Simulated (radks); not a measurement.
Problem. Li I, 3 electrons, occupied as [He] 2p1 (not the ground configuration). All-electron calculation, scalar-relativistic Kohn-Sham, PBEsol, spin-polarised, spherical densities, finite nucleus; open shells are filled with parallel spins first; Fermi nuclear charge, rms radius 2.444 fm. Program: a radial shooting solver on a logarithmic mesh with Libxc functionals. Some entries of the table are withheld. Estimate them.

orbital  occ.  eigenvalue (eV)  <r> (bohr)
1s up       1         -52.7057         (1)
1s down     1         -52.6123         (2)
2s up       0              (3)         (4)
2p up       1          -1.7380       4.735

Solution. 
(1) 1s up <r> (bohr): 0.5833
(2) 1s down <r> (bohr): 0.5819
(3) 2s up eigenvalue (eV): -3.5517
(4) 2s up <r> (bohr): 3.873
